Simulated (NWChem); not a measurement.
Molecule: CdS; SMILES [S]=[Cd]

Computed with NWChem. def2 effective core potentials on Cd; no spin-orbit coupling. Each level has its own optimisation; frequencies are unscaled.

```tsv
level	basis functions	r Cd–S (Å)	highest harmonic frequency (cm⁻¹)	zero-point energy (kcal/mol)
PBE0/def2-SVP	49	2.246	(withheld)	0.6
PBE0/def2-SVPD	61	2.262	379	0.5
PBE0/def2-TZVP	77	2.239	387	0.6
PBE0/def2-TZVPD	86	2.241	386	0.6
```

**Question.** Some entries are withheld; supply them.

**Answer.** 
- PBE0/def2-SVP, highest harmonic frequency (cm⁻¹): 393
